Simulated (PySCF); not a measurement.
Species: C7H9P.
Geometry (GFN2-xTB, Å), atoms numbered from 1 in this order:
```
atom  x, y, z in Å
C1     3.7942   -0.2187    1.9607
C2     2.9052   -0.0941    0.8274
C3     2.1233   -0.0024   -0.0863
P4     1.1527    0.1685   -1.5519
C5    -0.3504    0.1080   -0.8943
C6    -1.6002    0.0963   -0.5278
C7    -2.3259    1.3521   -0.1284
C8    -2.4012   -1.1729   -0.4301
H9     4.7847   -0.5232    1.6225
H10    3.4119   -0.9661    2.6562
H11    3.8764    0.7367    2.4796
H12   -2.6335    1.2885    0.9153
H13   -3.2213    1.4723   -0.7375
H14   -1.6910    2.2250   -0.2552
H15   -1.8137   -2.0309   -0.7464
H16   -2.7315   -1.3287    0.5969
H17   -3.2868   -1.0983   -1.0611
```

Method: TDDFT PBE0/def2-SVPD, vertical, gas phase, core orbitals frozen in the response in PySCF.

Transition dipole moments from the ground state, in atomic units and in the frame of the coordinates above (overall signs are arbitrary), for the states with f of 0.002 or more among the lowest 8:

```json
{"state": "S1", "E (eV)": "4.171", "μx": "-0.030", "μy": "-0.155", "μz": "-0.025"}
{"state": "S2", "E (eV)": "4.570", "μx": "0.112", "μy": "-0.074", "μz": "-0.010"}
{"state": "S3", "E (eV)": "4.665", "μx": "-1.473", "μy": "0.015", "μz": "-0.196"}
{"state": "S5", "E (eV)": "5.700", "μx": "0.019", "μy": "0.195", "μz": "0.002"}
{"state": "S6", "E (eV)": "5.934", "μx": "0.339", "μy": "0.008", "μz": "0.070"}
{"state": "S7", "E (eV)": "6.220", "μx": "-0.009", "μy": "-0.243", "μz": "-0.029"}
{"state": "S8", "E (eV)": "6.350", "μx": "-0.139", "μy": "0.017", "μz": "-0.180"}
```

(1) Work out the oscillator strengths.

(2) Which bond between heavy atoms lies closest to the direction of the S3 transition dipole?

(3) What angle do the transition dipoles of S3 and S6 make?

(4) What peak molar absorption coefficient would the strongest computed level give as a lone Gaussian band 0.4 eV wide at half height?

Answers

(1) f = (2/3) ΔE |μ|² with ΔE in hartree (27.2114 eV).

```json
{"state": "S1", "|μ|² (au)": "0.026", "|μ| (D)": "0.41", "f": "0.003"}
{"state": "S2", "|μ|² (au)": "0.018", "|μ| (D)": "0.34", "f": "0.002"}
{"state": "S3", "|μ|² (au)": "2.208", "|μ| (D)": "3.78", "f": "0.252"}
{"state": "S5", "|μ|² (au)": "0.038", "|μ| (D)": "0.50", "f": "0.005"}
{"state": "S6", "|μ|² (au)": "0.120", "|μ| (D)": "0.88", "f": "0.017"}
{"state": "S7", "|μ|² (au)": "0.060", "|μ| (D)": "0.62", "f": "0.009"}
{"state": "S8", "|μ|² (au)": "0.052", "|μ| (D)": "0.58", "f": "0.008"}
```

(2) C5–C6, at 24° from it; next P4–C5 at 31°.

(3) |cos θ| = |μa·μb| / (|μa| |μb|) = 1.00, so θ ≈ 4° (taken between 0 and 90°, since the signs are arbitrary).

(4) ε(max) = 2.175×10⁸ f / FWHM, with the width in cm⁻¹. S3: 2.175×10⁸ × 0.2523 / 3226 ≈ 17000 L mol⁻¹ cm⁻¹.
